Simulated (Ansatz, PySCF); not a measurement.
Gas-phase reaction R1 + R2 → P1 + P2, each structure at its B3LYP-D3(BJ)/def2-TZVP stationary point, reached from a drawn start (curvature not checked).
P1: Cl atom, charge 0, multiplicity 2.
P2: H2O (SMILES O), charge 0, multiplicity 1.
R1: OH (SMILES [OH]), charge 0, multiplicity 2.
R2, HCl (SMILES Cl) (charge 0, multiplicity 1):
```json
[
 {"atom": "H", "x (Å)": "0.0000", "y (Å)": "0.0000", "z (Å)": "-0.6410"},
 {"atom": "Cl", "x (Å)": "0.0000", "y (Å)": "0.0000", "z (Å)": "0.6410"}
]
```

| level | reaction energy (kJ/mol) | minus CCSD(T)/cc-pV(Q+d)Z |
|---|---|---|
| HF/cc-pV(D+d)Z | -33.3 | 42.3 |
| HF/cc-pV(T+d)Z | -40.9 | 34.6 |
| HF/cc-pV(Q+d)Z | -42.7 | 32.8 |
| SVWN5/def2-TZVPP | -89.8 | -14.2 |
| PBE/def2-TZVPP | -73.0 | 2.5 |
| BLYP/def2-TZVPP | -75.4 | 0.1 |
| revPBE/def2-TZVPP | -68.7 | 6.9 |
| r2SCAN/def2-TZVPP | -62.1 | 13.4 |
| B97M-V/def2-TZVPP | -57.5 | 18.1 |
| B3LYP/def2-TZVPP | -72.3 | 3.2 |
| PBE0/def2-TZVPP | -67.2 | 8.3 |
| BHLYP/def2-TZVPP | -64.4 | 11.2 |
| M06-2X/def2-TZVPP | -76.4 | -0.9 |
| CAM-B3LYP/def2-TZVPP | -75.5 | 0.0 |
| wB97X-V/def2-TZVPP | -68.9 | 6.7 |
| wB97M-V/def2-TZVPP | -69.9 | 5.7 |
| B2PLYP/def2-TZVPP | -76.0 | -0.4 |
| MP2/cc-pV(D+d)Z | -75.7 | -0.2 |
| MP2/cc-pV(T+d)Z | -86.0 | -10.4 |
| MP2/cc-pV(Q+d)Z | -88.8 | -13.2 |
| MP2/CBS(cc-pV(T+d)Z, cc-pV(Q+d)Z) | -89.5 | -13.9 |
| SCS-MP2/cc-pV(D+d)Z | -71.2 | 4.4 |
| SCS-MP2/cc-pV(T+d)Z | -81.4 | -5.9 |
| SCS-MP2/cc-pV(Q+d)Z | -84.1 | -8.6 |
| CCSD/cc-pV(D+d)Z | -63.7 | 11.8 |
| CCSD/cc-pV(T+d)Z | -72.9 | 2.6 |
| CCSD/cc-pV(Q+d)Z | -74.4 | 1.1 |
| CCSD(T)/cc-pV(D+d)Z | -63.8 | 11.8 |
| CCSD(T)/cc-pV(T+d)Z | -74.0 | 1.6 |
| CCSD(T)/cc-pV(Q+d)Z | -75.6 | 0.0 |

 The comparison column counts from a level with limits of its own.

P less R. No zero-point or thermal terms; singlets are restricted closed shells; open shells are unrestricted; no spin–orbit coupling.

Cores are frozen in the correlated methods. CBS(a, b) extrapolates the correlation energy as X⁻³ and adds the Hartree–Fock energy of set b.

Programs: Ansatz (a first-principles code); PySCF for M06-2X. No computed number here is a measurement.
